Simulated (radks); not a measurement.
Tb XI, configuration [Kr] 4d10 4f6 5s2 5p1.

All-electron calculation, scalar-relativistic Kohn-Sham, PBE, spin-polarised, spherical densities, finite nucleus; open shells are filled with parallel spins first (spin-orbit coupling, left out, can overturn this in heavy ions); Fermi nuclear charge, rms radius 5.06 fm. Program: a radial shooting solver on a logarithmic mesh with Libxc functionals.

Energy parts (eV):
total: -317824.51
kinetic: 342088.36
electron-nucleus: -766907.20
Hartree: 113796.42
exchange-correlation: -6802.09

Orbitals (lengths in bohr, moments of r in powers of bohr; <r^-3> diverges for s and p1/2):
orbital,occ.,eigenvalue (eV),<r^-3>
1s up,1,-52031.21,-
1s down,1,-52031.10,-
2s up,1,-8774.465,-
2s down,1,-8774.352,-
2p up,3,-7817.498,12100
2p down,3,-7817.369,12100
3s up,1,-2087.004,-
3s down,1,-2083.979,-
3p up,3,-1791.777,2554
3p down,3,-1788.753,2561
3d up,5,-1406.608,343.2
3d down,5,-1404.277,344.2
4s up,1,-555.8274,-
4s down,1,-549.2249,-
4p up,3,-457.8066,583.2
4p down,3,-451.2866,581.5
4d up,5,-322.9539,66.90
4d down,5,-316.4696,66.62
4f up,6,-173.8280,10.95
4f down,0,-167.2905,10.87
5s up,1,-198.7038,-
5s down,1,-193.6182,-
5p up,1,-168.8148,127.5
5p down,0,-164.2507,123.0
5d up,0,-127.7838,13.39
5d down,0,-124.1297,12.69
6s up,0,-101.8602,-
6s down,0,-99.7807,-

The highest occupied level is 5p up at -168.81 eV. The density falls to 0.001 e/bohr^3 at r = 2.40 bohr.
